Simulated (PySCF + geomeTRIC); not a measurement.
Species: BCl$_{2}$, SMILES `Cl[B]Cl` (charge 0, multiplicity 2).

Question: Give a relaxed geometry from ωB97X-D3(BJ)/def2-TZVP (PySCF + geomeTRIC).

Answer: the end point of this relaxation (outside a Z-matrix the atoms follow the SMILES, hydrogens last).
Z-matrix (Å, degrees):
```
B
Cl 1 1.7231
Cl 1 1.7231 2 125.07
```
